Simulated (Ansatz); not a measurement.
Consider the ligand exchange at the Si–C bond: `[SiH3][CH2][GeH2][SH]` + `CCCO` → `CCCO[SiH3]` + `[CH3][GeH2][SH]`.

Program: Ansatz. Geometries: PBE0-D4/def2-TZVP. ΔE: electronic, gas phase. CBS: MP2 limit from def2 TZ/QZ plus the TZ coupled-cluster correction, frozen cores. Functionals use def2-TZVPP. For Ge outer-core shells are correlated without core-valence functions, which leaves a few kJ/mol of doubt a bond. Scalar relativity is left out up to krypton. Each species was taken in one conformer, which may not be the lowest.

```
             level  ΔE (kJ/mol)
         r2SCAN-D4        -86.3
               PBE        -78.4
    MP2/def2-TZVPP        -86.4
CCSD(T)/def2-TZVPP        -85.2
     HF/def2-QZVPP       -109.6
      HF/CBS(def2)       -109.8
     MP2/CBS(def2)        -85.6
    CCSD/CBS(def2)        -87.4
```

Question: What does CCSD(T)/CBS give? (An estimate is asked.)

Answer: Computed: -84.4 kJ/mol. The listed levels differ from it by -1.9, 6.0, -2.0, -0.8, -25.2, -25.4, -1.2, -3.0 kJ/mol.

Largest T1 diagnostic among the species: 0.011.

In def2-TZVPP, CCSD(T) changes the Hartree–Fock value by +22.6 kJ/mol (the triples alone add +3.1 kJ/mol) and MP2 by +21.4 kJ/mol. The D4 term adds +5.6 kJ/mol with B3LYP and +3.0 kJ/mol with PBE0; it sums over pairs of atoms, weighted by their polarisabilities, and B3LYP, whose exchange is more repulsive, gets the larger term.

B3LYP here is the variant with VWN-RPA as its local correlation; programs differ in this.
